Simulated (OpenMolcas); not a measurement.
# Rh4+ in a point-charge field

Rh4+ among 3 point charges of -2 e arranged as a planar triangle (D3h), 2.19 Å from the ion.
```
   2.1900    0.0000    0.0000  -2.00
  -1.0950    1.8966    0.0000  -2.00
  -1.0950   -1.8966    0.0000  -2.00
```

```yaml
Program: OpenMolcas 26.06
Method: CASSCF
Basis: ANO-RCC-VDZP [6s5p3d1f]
Scalar_Hamiltonian: DKH2, point nucleus
Active_space: 5 electrons in 5 orbitals (4d)
State_averaging: 2S+1 = 6 even, 1 root; 2S+1 = 4 even, 24 roots; 2S+1 = 2 even, 75 roots
Spin-orbit_coupling: state interaction with AMFI integrals over the reference wave functions
```

The lowest spin-free states (labels of D3, the rotations of D3h), above the lowest:

| State | Degeneracy | E (cm-1) | Free-ion L (%) |
| --- | --- | --- | --- |
| 6A1 | 1 | 0.0 | S (100) |
| 4A2 | 1 | 27416 | G (89) |
| 4A1 | 1 | 27427 | G (89) |
| 4E | 2 | 27761 | G (81) |
| 4E | 2 | 28934 | G (62) |
| 4A1 | 1 | 30193 | G (100) |
| 4E | 2 | 30413 | G (100) |
| 4E | 2 | 31013 | G (36) |
| 4E | 2 | 34931 | D (79) |
| 4A2 | 1 | 35526 | P (100) |
| 4A1 | 1 | 37176 | D (100) |
| 4E | 2 | 40101 | P (47) |
| 2A1 | 1 | 41542 | I (92) |
| 2E | 2 | 41617 | I (89) |
| 2E | 2 | 41617 | I (93) |
| 2A1 | 1 | 41634 | I (85) |
| 2A2 | 1 | 41637 | I (85) |
| 2E | 2 | 42008 | I (83) |
| 2E | 2 | 43096 | I (97) |
| 2S+1 = 2 | 2 | 43384 | I (100) |

The lowest levels with spin-orbit coupling:

| E (cm-1) | Degeneracy | Label | 2S+1 | g |
| --- | --- | --- | --- | --- |
| 0.0 | 2 | E1/2 | 6 | 2.00 5.99 5.99 |
| 4.4 | 2 | E3/2 | 6 | 0.00 0.00 5.99 |
| 12.9 | 2 | E1/2 | 6 | 0.00 0.00 9.99 |
| 26375 | 2 | E1/2 | 4 | 0.91 0.91 1.61 |
| 26449 | 2 | E3/2 | 4 | 0.00 0.00 0.59 |
| 26913 | 2 | E1/2 | 4 | 0.12 0.12 4.36 |
| 27235 | 2 | E1/2 | 4 | 0.97 0.97 3.80 |
| 27388 | 2 | E1/2 | 4 | 0.13 0.13 8.12 |
| 27442 | 2 | E3/2 | 4 | 0.00 0.00 1.65 |
| 27946 | 2 | E3/2 | 4 | 0.00 0.00 11.90 |
| 28206 | 2 | E1/2 | 4 | 0.01 0.01 5.71 |
| 28606 | 2 | E1/2 | 4 | 0.05 1.15 1.15 |
| 28821 | 2 | E1/2 | 4 | 0.00 0.00 9.81 |
| 29273 | 2 | E3/2 | 4 | 0.00 0.00 3.97 |
| 29862 | 2 | E1/2 | 4 | 0.00 0.00 7.86 |
| 30122 | 2 | E1/2 | 4 | 1.89 3.66 3.66 |
| 30175 | 2 | E1/2 | 4 | 0.01 0.01 2.20 |
| 30257 | 2 | E1/2 | 4 | 3.03 3.86 3.86 |
| 30265 | 2 | E3/2 | 4 | 0.00 0.00 5.90 |
| 30437 | 2 | E1/2 | 4 | 0.83 4.74 4.74 |

Powder χT (cm3 K/mol): 3.49 at 2 K, 4.25 at 10 K, 4.36 at 50 K, 4.37 at 100 K, 4.37 at 200 K, 4.37 at 300 K. The effective moment at 300 K is 2.828 √(χT) = 5.91 μB.

The lowest level has 2S+1 = 6, for which the spin-only value is χT = S(S+1) / 2 = 4.375 cm3 K/mol (g = 2). The computed 4.367 at 300 K differs by -0.008, through a little spin-orbit mixing out of the ground term, against the free-electron g of 2.0023, which raises it.

Without dynamic correlation the repulsion within the d shell is too large (B by tens of per cent), so at a given field states of lower spin stand too high. Point charges give a weaker field than real ligands, and real ions of this kind are as a rule low spin; the high spin found here belongs to the model. Point charges carry no covalency, so the field is a model and not that of real ligands. No measured value stands beside these numbers.

The RASSCF and RASSI steps took 15 s on 1 thread of AMD EPYC 9R45 96-Core Processor (Zen 5), with other jobs on the host; the integral step is not counted.

A state without a sure symmetry label is named by its multiplicity alone.
